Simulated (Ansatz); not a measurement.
The same path of BH4N + H4OSi (12 atoms, charge 0, multiplicity 1) was run twice with different band settings. Lost on the way: O7–H12. Made: B1–O7, N2–H12.

Method: RKS PBE0-D4/def2-SVP (Ansatz).

Relaxed end points:

```xyz
12
Properties=species:S:1:pos:R:3
B 0.104 -0.684 0.341
N 0.163 -0.281 1.679
H -0.644 -0.285 2.293
H 1.038 -0.129 2.168
H 1.128 -0.743 -0.295
H -0.975 -0.926 -0.143
O -0.212 2.571 0.707
Si -1.796 2.960 0.393
H -2.395 2.093 -0.674
H -2.659 2.821 1.614
H -1.815 4.379 -0.059
H -0.048 1.676 1.040
```

```xyz
12
Properties=species:S:1:pos:R:3
B -0.187 0.554 0.422
N 0.378 -0.163 1.783
H -0.404 -0.420 2.388
H 0.927 -0.998 1.578
H 0.828 0.828 -0.222
H -0.879 -0.312 -0.119
O -0.910 1.687 0.949
Si -1.951 2.694 0.171
H -3.104 1.949 -0.433
H -2.490 3.664 1.172
H -1.284 3.472 -0.923
H 0.963 0.497 2.298
```

Common settings: movable images 5; climbing image yes; spring 5.0 eV/Å²; optimiser quadratic models (default); start path through a guess of the saddle point; iteration limit 60; end points relaxed.

| run | force threshold |
| --- | --- |
| 1 | 0.05 eV/Å |
| 2 | 0.2 eV/Å |

**Question.** What does each run give, and how far can it be trusted?

**Answer.** Run 1: converged after 39 iterations, highest image 0.381 eV above the first end. A vibrational analysis at the climbing image gives one clearly imaginary mode, 861i cm⁻¹: a first-order saddle point.
Run 2: converged after 17 iterations, highest image 0.418 eV above the first end. The threshold of 0.2 eV/Å is loose, so the images may lie well off the minimum-energy path. The order of the stationary point at the top wasn't checked.
The orbitals stay closed-shell, which can raise the energy where a bond breaks towards radicals; this wasn't checked here.
